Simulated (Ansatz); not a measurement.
A nudged elastic band was laid between two geometries of Cl + Cl2FH2O2Ta (9 atoms, charge 0, multiplicity 2).

These are results of UKS PBE/def2-SVP in Ansatz, not measurements.

```yaml
movable_images: 5
climbing_image: yes
spring: 5.0 eV/Å²
optimiser: quadratic models (default)
start_path: through a guess of the saddle point
force_threshold: 0.05 eV/Å
iteration_limit: 52
end_points: relaxed
```

First end point:

```xyz
9
Properties=species:S:1:pos:R:3
Ta -0.093 -0.005 -0.019
F 1.804 -0.077 0.040
Cl -0.026 0.017 2.371
Cl -0.013 0.032 -2.360
O -1.048 1.627 0.051
H -1.416 2.114 0.810
O -1.104 -1.597 0.041
H -1.604 -2.058 0.738
Cl 4.498 0.045 -0.013
```

Last end point:

```xyz
9
Properties=species:S:1:pos:R:3
Ta 0.298 -0.243 -0.121
F 1.694 -1.523 -0.224
Cl 1.022 -0.124 2.353
Cl 0.312 0.088 -2.422
O -0.762 1.291 0.247
H -0.815 2.199 0.585
O -1.063 -1.513 0.199
H -1.962 -1.416 0.562
Cl 2.274 1.338 0.480
```

**Question.** What changes between the two ends?

**Answer.** Bonds formed: Ta1–Cl9. Cl + Cl2FH2O2Ta becomes Cl3FH2O2Ta.

**Question.** Give the energies along the band, and the barrier.

**Answer.** The run converged. The highest image is number 0 of 0 to 6, 0.000 eV above the first end and 1.038 eV above the last; the last end lies 1.038 eV below the first. The highest image is an end point: on this band no image between the ends rises above it.

```csv
image,path coordinate (Å),energy (eV),Ta1–Cl9 (Å)
0,0.00,0.000,4.59
1,0.10,-0.001,4.58
2,0.87,-0.017,4.40
3,1.65,-0.059,3.99
4,2.42,-0.159,3.38
5,3.19,-0.600,2.87
6,3.97,-1.038,2.60
```

Run time: 9.7 min on 4 threads of Arm Neoverse V2, on a shared host, peak memory 0.44 GiB.
